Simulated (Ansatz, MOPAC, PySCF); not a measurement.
Pair of molecules: H2O (SMILES O) (first 3 atoms) with CHN (SMILES C#N); geometry from B3LYP-D3(BJ)/def2-TZVP.
(charge 0, multiplicity 1):
```xyz
6

O     -0.0834    -0.0777    -0.1033
H      0.7091    -0.2325    -0.6277
H     -0.8282    -0.2309    -0.6938
C     -0.2176    -0.2615     2.9743
N     -0.2666    -0.3483     4.1170
H     -0.1716    -0.1833     1.9009
```

Counterpoise-corrected where a basis set is named; no monomer relaxation. Rows marked so take none.

Rows in 3-21G carry no dispersion term and start afresh at each structure. The state that AM1, PM6 reach isn't checked.

The values were computed with Ansatz (a first-principles code) with Gaussian orbitals; MOPAC for AM1, PM6 (differences of heats of formation); PySCF for 3-21G rows. Each number belongs to the level named beside it.

One of these levels gives -5.19 kcal/mol for the interaction energy. Which?
A) HF/3-21G (no counterpoise)
B) B97M-V/def2-TZVPPD
C) AM1
D) PM6

B, B97M-V/def2-TZVPPD. The others give -2.81 (AM1), -3.63 (PM6), -11.94 (HF/3-21G (no counterpoise))
